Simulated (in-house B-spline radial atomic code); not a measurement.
# Ionising neutral iridium with different functionals

Computed with an all-electron radial atomic-structure program (B-spline basis): scalar-relativistic (spin-free X2C) Hamiltonian, Fermi nucleus of rms radius 5.4032 fm, spin-polarised at highest spin, spherical fractional occupations for the functionals, the average over the highest-spin determinants for Hartree-Fock. The ionisation energy is the difference of two self-consistent energies, [Xe] 4f14 5d7 6s2 → [Xe] 4f14 5d7 6s1, without Breit or QED terms; ε is the level of the shell that loses the electron (its least bound occupied spin orbital). There is no spin-orbit coupling in this Hamiltonian.

Hybrids are left out here: with spherical fractional occupations of an open shell their exact exchange keeps a self-interaction that integer-occupation calculations don't have.

```csv
method,rung,ΔSCF (eV),-ε(6s) (eV)
Hartree-Fock,Hartree-Fock,7.05,7.33
LDA VWN5,LDA,9.43,6.11
LDA PW92,LDA,9.44,6.11
LDA exchange-only,LDA,8.05,4.92
PBE,GGA,9.02,5.80
PBEsol,GGA,9.04,5.85
BLYP,GGA,9.17,5.81
RPBE,GGA,8.87,5.70
PW91,GGA,9.08,5.87
BP86,GGA,9.23,6.00
AM05,GGA,9.01,5.80
OLYP,GGA,8.66,5.48
TPSS,meta-GGA,8.80,5.73
SCAN,meta-GGA,9.20,6.27
r2SCAN,meta-GGA,8.81,5.98
revTPSS,meta-GGA,8.79,5.73
```

Question: How do they compare with the NIST value?

Answer: NIST lists 8.967 eV (measured, ground level to ground level). Errors run from -1.91 to +0.47 eV; AM05 is closest (+0.04 eV), but part of that can be cancellation, since the calculations leave out spin-orbit coupling, Breit-QED terms, multiplet and fine-structure energies. Hartree-Fock also lacks correlation.
